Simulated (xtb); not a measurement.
Cl₄Ti (SMILES [Cl][Ti]([Cl])([Cl])[Cl]), singlet, from a rough starting geometry (GFN-xTB shapes and energies of metal compounds can be far from the true ones); GFN2-xTB (xtb).

Input for xtb:
```
$ xtb mol.xyz --gfn 2 --opt vtight --json

# file mol.xyz
5

Ti     0.03712907    -0.02134065     0.05969287
Cl     1.68079175    -0.50891130    -1.16808008
Cl     0.59856006     0.48950424     2.00640808
Cl    -0.94990858     1.69538582    -0.87603058
Cl    -1.36369899    -1.60338357     0.07925029
```

Task: What does xtb print? Leave out banner, timings and long lists.

Result: 
```
   ID    Z sym.   atoms
    1   22 Ti     1
    2   17 Cl     2-5

           -------------------------------------------------
          |                Calculation Setup                |
           -------------------------------------------------

           -------------------------------------------------
          |                 G F N 2 - x T B                 |
           -------------------------------------------------

          ...................................................
          :                      SETUP                      :
          :.................................................:
          :  # basis functions                  50          :
          :  # atomic orbitals                  45          :
          :  # shells                           15          :
          :  # electrons                        32          :
          :  max. iterations                   250          :
          :  Hamiltonian                  GFN2-xTB          :
          :  restarted?                      false          :
          :  GBSA solvation                  false          :
          :  PC potential                    false          :
          :  electronic temp.          300.0000000     K    :
          :  accuracy                    1.0000000          :
          :  -> integral cutoff          0.2500000E+02      :
          :  -> integral neglect         0.1000000E-07      :
          :  -> SCF convergence          0.1000000E-05 Eh   :
          :  -> wf. convergence          0.1000000E-03 e    :
          :  Broyden damping             0.4000000          :
          :  net charge                          0          :
          :  unpaired electrons                  0          :
          ...................................................

 iter      E             dE          RMSdq      gap      omega  full diag
   1    -20.0786500 -0.200787E+02  0.347E+00    2.57       0.0  T
   2    -20.0881850 -0.953496E-02  0.306E+00    3.05       1.0  T
   3    -20.0904061 -0.222113E-02  0.181E+00    2.87       1.0  T
   4    -20.0904356 -0.295156E-04  0.163E-01    2.86       1.0  T
   5    -20.0904442 -0.857388E-05  0.514E-02    2.85       1.0  T
   6    -20.0904455 -0.126891E-05  0.241E-02    2.85       1.9  T
   7    -20.0904458 -0.372156E-06  0.124E-02    2.85       3.6  T
   8    -20.0904460 -0.135256E-06  0.422E-03    2.85      10.6  T
   9    -20.0904460 -0.744511E-08  0.215E-03    2.85      20.8  T
[...]
         :: total energy             -20.050888046531 Eh    ::
 * total energy  :   -20.0508880 Eh     change       -0.5315854E-09 Eh
 * total energy  :   -20.0524040 Eh     change       -0.1515916E-02 Eh
 * total energy  :   -20.0524801 Eh     change       -0.7617573E-04 Eh
 * total energy  :   -20.0524828 Eh     change       -0.2683256E-05 Eh
 * total energy  :   -20.0524848 Eh     change       -0.2002715E-05 Eh
 * total energy  :   -20.0524849 Eh     change       -0.1243415E-06 Eh
 * total energy  :   -20.0524850 Eh     change       -0.8843276E-07 Eh
   *** GEOMETRY OPTIMIZATION CONVERGED AFTER 7 ITERATIONS ***
         :: total energy             -20.052485037672 Eh    ::
[...]
       ...                                ...                  ...
        45                          0.7878698              21.4390
      -------------------------------------------------------------
                  HL-Gap            0.1100953 Eh            2.9958 eV
             Fermi-level           -0.4066624 Eh          -11.0658 eV

     #   Z          covCN         q      C6AA      α(0)
     1  22 Ti       3.042     0.894   104.461    24.958
     2  17 Cl       0.762    -0.223   106.021    15.751
     3  17 Cl       0.762    -0.223   106.021    15.751
     4  17 Cl       0.762    -0.223   106.022    15.751
     5  17 Cl       0.762    -0.223   106.021    15.750

 Mol. C6AA /au·bohr⁶  :       2550.122846
 Mol. C8AA /au·bohr⁸  :     135881.785359
 Mol. α(0) /au        :         87.960077

Wiberg/Mayer (AO) data.
largest (>0.10) Wiberg bond orders for each atom

 ---------------------------------------------------------------------------
     #   Z sym  total        # sym  WBO       # sym  WBO       # sym  WBO
 ---------------------------------------------------------------------------
     1  22 Ti   4.903 --     5 Cl   1.226     3 Cl   1.226     2 Cl   1.226
                             4 Cl   1.226
     2  17 Cl   1.362 --     1 Ti   1.226
     3  17 Cl   1.362 --     1 Ti   1.226
     4  17 Cl   1.362 --     1 Ti   1.226
     5  17 Cl   1.362 --     1 Ti   1.226
 ---------------------------------------------------------------------------

Topologies differ in total number of bonds
Writing topology from bond orders to xtbtopo.mol

molecular dipole:
                 x           y           z       tot (Debye)
 q only:        0.000       0.000       0.000
   full:        0.000       0.000       0.000       0.000
molecular quadrupole (traceless):
                xx          xy          yy          xz          yz          zz
 q only:        0.000       0.001      -0.000      -0.000      -0.000      -0.000
  q+dip:        0.000       0.001      -0.000       0.000       0.000       0.000
   full:        0.000       0.001      -0.000       0.000      -0.000       0.000

optimized geometry written to: xtbopt.xyz

           -------------------------------------------------
          | TOTAL ENERGY              -20.052485037672 Eh   |
          | GRADIENT NORM               0.000011446216 Eh/α |
          | HOMO-LUMO GAP               2.995844379239 eV   |
           -------------------------------------------------

normal termination of xtb
```
